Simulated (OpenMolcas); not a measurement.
Levels of Er IV by method

```json
{
  "Program": "OpenMolcas 26.06",
  "Basis": "ANO-RCC-VTZP [8s7p5d3f2g1h]",
  "Scalar Hamiltonian": "DKH2, point nucleus",
  "Active space": "11 electrons in 7 orbitals (4f)",
  "State averaging": "2S+1 = 4 odd, 35 roots; 2S+1 = 2 odd, 112 roots (96 in the spin-orbit step)",
  "Spin-orbit coupling": "RASSI with atomic mean-field integrals over the reference wave functions, term energies averaged over their components"
}
```

Methods on the same reference wave functions:
A. CASSCF
B. SS-CASPT2, IPEA 0.25 Eh, imaginary shift 0.1 Eh (closed shells correlated: 5s 5p)
C. MS-CASPT2, IPEA 0.25 Eh, imaginary shift 0.1 Eh (closed shells correlated: 5s 5p)
D. XMS-CASPT2, IPEA 0.25 Eh, imaginary shift 0.1 Eh (closed shells correlated: 5s 5p)

Energies in cm⁻¹ above 4f¹¹ ⁴I°_15/2, the measured ground level; measured values from the list in Tchang-Brillet, Wyart, Meftah and Ait Mammar, Atoms 6, 52 (2018).

```json
{"Level": "4f¹¹ ⁴I°_15/2", "A": "0.0", "B": "0.0", "C": "0.0", "D": "0.0", "Measured": "0.0"}
{"Level": "4f¹¹ ⁴I°_13/2", "A": "6573", "B": "6620", "C": "6620", "D": "6600", "Measured": "6508"}
{"Level": "4f¹¹ ⁴I°_11/2", "A": "10612", "B": "10320", "C": "10320", "D": "10440", "Measured": "10172"}
{"Level": "4f¹¹ ⁴I°_9/2 [57 %]", "A": "13421", "B": "12610", "C": "12610", "D": "12940", "Measured": "12469"}
{"Level": "4f¹¹ ⁴F°_9/2 [60 %]", "A": "19077", "B": "16130", "C": "16090", "D": "16460", "Measured": "15405"}
{"Level": "4f¹¹ ²H°_11/2(1) [58 %]", "A": "22700", "B": "20210", "C": "20210", "D": "20740", "Measured": "19332"}
{"Level": "4f¹¹ ⁴S°_3/2 [67 %]", "A": "23635", "B": "19790", "C": "20060", "D": "20270", "Measured": ""}
{"Level": "4f¹¹ ⁴F°_7/2", "A": "25246", "B": "21700", "C": "21650", "D": "22040", "Measured": ""}
{"Level": "4f¹¹ ⁴F°_5/2", "A": "27319", "B": "23570", "C": "23520", "D": "23890", "Measured": ""}
{"Level": "4f¹¹ ⁴F°_3/2 [63 %]", "A": "27619", "B": "23840", "C": "23870", "D": "24250", "Measured": ""}
{"Level": "4f¹¹ ²K°_15/2", "A": "32232", "B": "29680", "C": "29680", "D": "30380", "Measured": ""}
{"Level": "4f¹¹ ⁴G°_11/2 [70 %]", "A": "32879", "B": "28410", "C": "28410", "D": "28720", "Measured": "26708"}
{"Level": "4f¹¹ ²G°_7/2 [59 %]", "A": "33368", "B": "29640", "C": "29640", "D": "30270", "Measured": ""}
{"Level": "4f¹¹ ⁴G°_9/2 [66 %]", "A": "34071", "B": "29810", "C": "29810", "D": "29960", "Measured": "27767"}
{"Level": "4f¹¹ ²K°_13/2", "A": "37791", "B": "35120", "C": "35120", "D": "35870", "Measured": ""}
{"Level": "4f¹¹ ²P°_1/2", "A": "40522", "B": "35500", "C": "35500", "D": "36400", "Measured": ""}
{"Level": "4f¹¹ ⁴G°_7/2 [64 %]", "A": "40854", "B": "36280", "C": "36270", "D": "36570", "Measured": ""}
{"Level": "4f¹¹ ⁴G°_5/2", "A": "41438", "B": "36270", "C": "36270", "D": "36360", "Measured": ""}
{"Level": "4f¹¹ ²D°_5/2(1) [72 %]", "A": "42206", "B": "37460", "C": "37450", "D": "37950", "Measured": ""}
{"Level": "4f¹¹ ⁴D°_5/2 [50 %]", "A": "50004", "B": "42470", "C": "42470", "D": "42920", "Measured": ""}
{"Level": "4f¹¹ ²I°_11/2 [68 %]", "A": "50265", "B": "44890", "C": "44890", "D": "45950", "Measured": ""}
{"Level": "4f¹¹ ²L°_17/2", "A": "50623", "B": "46200", "C": "46200", "D": "46750", "Measured": ""}
{"Level": "4f¹¹ ⁴D°_7/2", "A": "52056", "B": "44250", "C": "44250", "D": "44040", "Measured": ""}
{"Level": "4f¹¹ ²I°_13/2", "A": "52234", "B": "47410", "C": "47410", "D": "48420", "Measured": ""}
```

Deviations, from unrounded energies. A percentage is the sum of absolute deviations over the sum of measured energies, with the sign that they share, or ± where signs differ.

```json
{"Against measurement": "mean absolute deviation (cm-1)", "Levels": "7", "A": "3000", "B": "820", "C": "810", "D": "1100"}
{"Against measurement": "fine structure of the ground term (%)", "Levels": "3", "A": "+5.0", "B": "+1.4", "C": "+1.4", "D": "+2.9"}
{"Against measurement": "other terms of the ground configuration (%)", "Levels": "4", "A": "+21.9", "B": "+6.0", "C": "+5.9", "D": "+7.5"}
```

B, C lie about equally close to measurement and A furthest from it. The largest miss of C in the table is 4f¹¹ ⁴G°_9/2 [66 %], by +2000 cm-1. The ranking rests on the paired levels alone, and a cruder setting can come out closer through cancelling errors.

Among B to D the level of the table that moves most is 4f¹¹ ²I°_11/2 [68 %], by 1100 cm-1 (lowest in C, highest in D). Moves below CASPT2's spread within the term are not significant.

The mean deviations of B to D differ by less than CASPT2's widest spread within a term (840 cm-1), so their order carries little weight.

From A to B the spin-free energies of the other terms of 4f¹¹ shown, above ⁴I°, scale by factors of 0.80 to 0.90, as is usual when dynamic correlation screens the repulsion within a d or f shell.

The lowest spin-free term lies below A's lowest term by 0.920 hartree in B, 0.920 hartree in C, 0.927 hartree in D.

CASPT2 does not keep the components of a term degenerate, so their means are used; among the terms shown or strongly mixed into the levels shown the widest spread is 840 cm-1 (4f¹¹ ²I°, D). High states are left out of the spin-orbit mixing, which shifts the levels that they would mix with. The CASPT2 spread within a term exceeds the gap to the next term for 4f¹¹ ²H°(2) and 4f¹¹ ²D°(2), so the order of their levels is uncertain (figures for B; the like holds for C, D). Without dynamic correlation excited terms often stand tens of per cent too high (terms of higher spin than the ground term too low), and those without a measured partner can miss by more than the paired ones (holds for A). Some levels mix across a computed gap that differs much from the measured one, so their mixing is not that of the real levels (holds for A). Blocks of more than 70 roots (2S+1 = 2 odd) ran without multistate coupling (holds for C). Computed and measured levels are paired by configuration, term and J; levels that our copy of the source lacks, or whose pairing is in doubt (as where it misses far off the trend of its configuration), stay unpaired and out of the deviations. Levels of configurations outside the active space are missing. Levels that lie high or do not pair safely by name in every column are left out.

A share in square brackets marks a mixed level and gives the weight of the term that names it, the lowest over the columns. A number in round brackets counts repeated terms of one configuration in the order of the reference energies. ° marks odd parity.
